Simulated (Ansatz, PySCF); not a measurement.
Reaction (SMILES): [F][Ge]([Cl])([Cl])[Cl] → [F][Ge]([Cl])[Cl] + Cl atom (the Cl-Ge bond at the site shown breaks; other sites are not compared here)
Geometries: B3LYP-D3(BJ)/def2-TZVP minima from Ansatz (an electronic-structure program).

Property: bond dissociation energy (enthalpy at 298 K, with B3LYP-D3(BJ) rigid-rotor harmonic-oscillator terms from PySCF), in kJ/mol. Cores are frozen in the correlated levels unless marked. Open shells are spin-unrestricted. No spin-orbit coupling. Frozen are the shells of the preceding noble gas and the d and f shells that filled before the atom's block. No relativistic terms. CBS(X,Y): correlation extrapolated as X^-3; Hartree-Fock from the larger set.

CCSD(T)/CBS(def2-TZVPP,def2-QZVPP) (Ansatz) gives 404.4 kJ/mol.

**Question.** Another calculation gave 381.9 kJ/mol. Which level was it?
(A) CAM-B3LYP/def2-TZVPD (Ansatz)
(B) B2GP-PLYP/def2-TZVPD (Ansatz)
(C) PBE-QIDH/def2-TZVPD (Ansatz)
(D) B3LYP/def2-TZVPD (Ansatz)

**Answer.** B, B2GP-PLYP/def2-TZVPD (Ansatz). The others give 400.0 (PBE-QIDH), 352.1 (B3LYP), 366.4 (CAM-B3LYP) kJ/mol.
